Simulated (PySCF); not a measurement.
C₃H₁₃NSi₂. Atoms are numbered in the order given.

```xyz
19

C      1.9215     1.2356    -0.8059
N      1.1476     0.0074    -0.8299
C      0.1234    -0.1646     0.2119
C      0.6834    -0.3713     1.6374
Si    -1.1089     1.2969     0.2119
Si    -0.8518    -1.6967    -0.3751
H      2.4240     1.4610     0.1596
H      2.6981     1.1880    -1.5847
H      1.2779     2.0977    -1.0517
H      1.7782    -0.7963    -0.8176
H      1.2911     0.4893     1.9659
H      1.3269    -1.2692     1.6825
H     -0.1197    -0.5060     2.3814
H     -1.5048     1.6670    -1.1789
H     -2.3246     0.8827     0.9787
H     -0.5295     2.4970     0.8946
H     -1.7875    -2.1894     0.6838
H     -1.6269    -1.3971    -1.6142
H      0.1440    -2.7781    -0.6650
```
Charge 0, spin multiplicity 1.

Coordinates come from a r2SCAN-D4/def2-SVP optimisation. This is a generated structure with no PubChem entry under its InChIKey; it may be hypothetical. One conformer was computed; it need not be the lowest.

All values below come from PySCF with TDA-LC-ωPBE/def2-SVPD.

Vertical excitations. Isolated molecule, no solvent.

Computed lowest excited states:
| state | energy (eV) | λ (nm) | f | main pairs |
|---|---|---|---|---|
| S1 | 6.64 | 187 | 0.003 | HOMO→LUMO 47 %, HOMO→LUMO+1 22 %, HOMO→LUMO+5 10 % |
| S2 | 7.46 | 166 | 0.007 | HOMO→LUMO+5 35 %, HOMO→LUMO+3 21 %, HOMO→LUMO 19 %, HOMO→LUMO+1 8 % |
| S3 | 7.67 | 162 | 0.005 | HOMO→LUMO+4 40 %, HOMO→LUMO+3 30 %, HOMO→LUMO+1 12 % |
| S4 | 7.78 | 159 | 0.013 | HOMO→LUMO+5 19 %, HOMO→LUMO+6 16 %, HOMO→LUMO+3 14 %, HOMO→LUMO+1 12 % |
| S5 | 7.93 | 156 | 0.025 | HOMO→LUMO+6 26 %, HOMO→LUMO+2 18 %, HOMO→LUMO+3 16 %, HOMO→LUMO+4 10 % |
| S6 | 8.10 | 153 | 0.055 | HOMO−1→LUMO+1 43 %, HOMO−1→LUMO 33 % |
| T1 | 6.33 | 196 | 0 | HOMO→LUMO 38 %, HOMO→LUMO+1 21 %, HOMO→LUMO+5 14 %, HOMO→LUMO+6 8 % |
| T2 | 7.15 | 173 | 0 | HOMO→LUMO+5 35 %, HOMO→LUMO+3 22 %, HOMO→LUMO 18 % |
Triplets are in the Tamm–Dancoff approximation.
